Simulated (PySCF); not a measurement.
## How methods differ on the excitation energy of Ba

Ba [Xe] 6s2 (1S) → Ba [Xe] 6p2 (3P), as a difference of total energies. Calculation: PySCF 2.14, in aug-cc-pwCVTZ-X2C (11s10p8d4f, 109 functions); the spin-free X2C one-electron Hamiltonian (Gaussian nucleus). Correlated levels: valence: [Xe] frozen; valence and next inner shell: [Kr] 4d10 frozen. The calculations carry no spin-orbit coupling.

| method | excitation energy (eV) |
| --- | --- |
| UHF | 3.324 |
| LDA | 3.958 |
| PBE | 3.633 |
| PBE0 | 3.651 |
| r2SCAN | 3.335 |
| PBEsol | 3.656 |
| BHandHLYP | 3.995 |
| B2PLYP | 3.917 |
| MP2 (valence) | 3.679 |
| SCS-MP2 (valence) | 3.856 |
| MP2 (valence and next inner shell) | 4.132 |
| SCS-MP2 (valence and next inner shell) | 4.214 |

How much does correlation contribute at MP2 (valence and next inner shell)?

4.132 − (3.324) = 0.808 eV, measured against UHF.

A first-order spin-orbit estimate (lowest level to lowest level, LS coupling) adds -0.063 eV.
